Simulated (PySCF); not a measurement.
## Carbon: a sound run and one with changed settings

Sound run: C⁺ [He] 2s2 2p1, C²⁺ [He] 2s2. Computed with PySCF 2.14 in cc-pVTZ-DK (4s3p2d1f, 30 functions), with the spin-free X2C one-electron Hamiltonian (Gaussian nucleus). In the sound run the correlated levels freeze 1s2. The sound run starts from symmetry-adapted Hartree-Fock orbitals and uses a fine grid where one is needed.

Changed run: basis STO-3G, all-electron and non-relativistic. This setting is unsound on purpose.

```csv
species,method,sound run (hartree),changed run (hartree),converged
C⁺,UHF,-37.30986,-36.87037,yes
C⁺,MN15,-37.41484,-36.76974,yes
C⁺,M06-L,-37.44304,-36.98167,yes
C⁺,MP2,-37.36055,-36.89090,yes
C⁺,CCSD(T),-37.38550,-36.91145,yes
C²⁺,UHF,-36.42264,-35.97831,yes
C²⁺,MN15,-36.51802,-35.86918,yes
C²⁺,M06-L,-36.53018,-36.05988,yes
C²⁺,MP2,-36.46563,-36.01050,yes
C²⁺,CCSD(T),-36.49548,-36.04086,yes
```

Ionisation energy of C⁺:

| method | sound run (eV) | changed run (eV) |
| --- | --- | --- |
| UHF | 24.142 | 24.274 |
| MN15 | 24.404 | 24.505 |
| M06-L | 24.840 | 25.083 |
| MP2 | 24.352 | 23.957 |
| SCS-MP2 | 24.313 | 23.893 |
| CCSD | 24.188 | 23.690 |
| CCSD(T) | 24.219 | 23.690 |

A minimal basis cannot let orbitals breathe on ionisation and holds almost no correlation. The Hamiltonian changed with the basis, so the totals do not compare.

For comparison, NIST gives 24.383 eV between the lowest levels.
